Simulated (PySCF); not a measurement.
## How methods differ on the fine-structure interval of Pt⁴³⁺

Pt⁴³⁺ [Ar] 3d10 4s2 4p5 [4p1/2^2 4p3/2^3, M_J = 3/2] → Pt⁴³⁺ [Ar] 3d10 4s2 4p5 [4p1/2^1 4p3/2^4, M_J = 1/2], as a difference of total energies. Calculation: PySCF 2.14, in an even-tempered Gaussian basis (16 s from 5.5 bohr⁻², ratio 2.8; 14 p from 7.2 bohr⁻², ratio 2.8; 8 d from 13 bohr⁻², ratio 2.8; 4 f from 34 bohr⁻², ratio 3); the two-component X2C-1e Hamiltonian. Correlated levels: [Ne] frozen; the 78 highest virtual spinors dropped. "Screened" scales the spin-orbit matrix elements by Boettger's factors to mimic the two-electron term; Breit and QED terms are absent.

```
                    method  fine-structure interval (cm⁻¹)
 GHF (screened spin-orbit)                         1008600
GMP2 (screened spin-orbit)                         1008300
     GHF (bare spin-orbit)                         1038600
```
